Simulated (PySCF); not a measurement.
OsF6, SMILES [Os]([F])([F])([F])([F])([F])[F] (connectivity only; charge and spin as stated), neutral, multiplicity 3.

Geometry: r2SCAN-D4/def2-SVP. The multiplicity is an assumed one; other spin states were not compared. The isomer is the one that the SMILES or the coordinates give; other isomers of the formula were not compared. The def2 effective core potentials stand for the cores of Os; spin–orbit coupling is left out.

All values below come from TDA-ωB97X/def2-SVPD (PySCF 2.14.0).

Vertical excitations; the highest root listed may be one member of a degenerate set. 

Computed excitation energies, oscillator strengths and character:
```
state    energy (eV)  λ (nm)      f                                     main pairs
-------  -----------  ------  -----  ---------------------------------------------
root 1          0.10   12353  0.000                   α HOMO→LUMO (degenerate set)
root 2          0.10   12233  0.000                 α HOMO−1→LUMO (degenerate set)
root 3          3.34     371  0.000  α HOMO−2→LUMO, β HOMO−2→LUMO (degenerate set)
root 4          3.34     371  0.000  α HOMO−3→LUMO, β HOMO−1→LUMO (degenerate set)
root 5          3.54     351  0.000           α HOMO−4→LUMO 80 %, β HOMO→LUMO 17 %
root 6          3.77     329  0.000           α HOMO−4→LUMO 18 %, β HOMO→LUMO 81 %
root 7          3.82     325  0.001  α HOMO−6→LUMO, β HOMO−7→LUMO (degenerate set)
root 8          3.82     325  0.001  α HOMO−7→LUMO, β HOMO−6→LUMO (degenerate set)
root 9          3.84     323  0.002         α HOMO−5→LUMO 86 %, β HOMO−8→LUMO 10 %
root 10         4.03     308  0.000          α HOMO−8→LUMO 87 %, β HOMO−5→LUMO 6 %
```
Unrestricted roots are not spin-pure.
